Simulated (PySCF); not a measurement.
PBE0 on Ru- (ruthenium, charge -1), [Kr] 4d7 5s2, high-spin 4F determinant. All numbers are calculated (PySCF 2.14, the spin-free X2C one-electron Hamiltonian (Gaussian nucleus), in x2c-TZVPPall with one added diffuse shell each of s, p, d, f type (9s7p7d3f1g, 95 functions)).

```
cycle= 1 E= -4530.02204003061  delta_E= -0.0174  |g|= 0.0412  |ddm|= 0.597
cycle= 2 E= -4530.02276326647  delta_E= -0.000723  |g|= 0.0141  |ddm|= 0.151
cycle= 3 E= -4530.02284146705  delta_E= -7.82e-05  |g|= 0.00271  |ddm|= 0.0486
cycle= 4 E= -4530.02286698034  delta_E= -2.55e-05  |g|= 0.00243  |ddm|= 0.041
cycle= 5 E= -4530.02286994519  delta_E= -2.96e-06  |g|= 0.000678  |ddm|= 0.006
cycle= 6 E= -4530.02287093418  delta_E= -9.89e-07  |g|= 0.000227  |ddm|= 0.00862
cycle= 7 E= -4530.02287097343  delta_E= -3.93e-08  |g|= 9.43e-06  |ddm|= 0.0011
cycle= 8 E= -4530.0228709736  delta_E= -1.7e-10  |g|= 6.37e-07  |ddm|= 7.85e-05
converged SCF energy = -4530.0228709736  <S^2> = 3.7854053  2S+1 = 4.0176637
```

Highest occupied orbital energy: 0.647 eV; ⟨L²⟩ = 12.03; populations by l: s 10.00, p 18.00, d 17.00, f 0.00.

Problem. Can this result be used?

Solution. With care. The calculation finished and met its thresholds. At PBE0 the highest occupied level has a positive energy, so only the finite basis holds that electron; in a semilocal or global hybrid functional this comes from self-interaction and does not mean that the real anion is unbound.
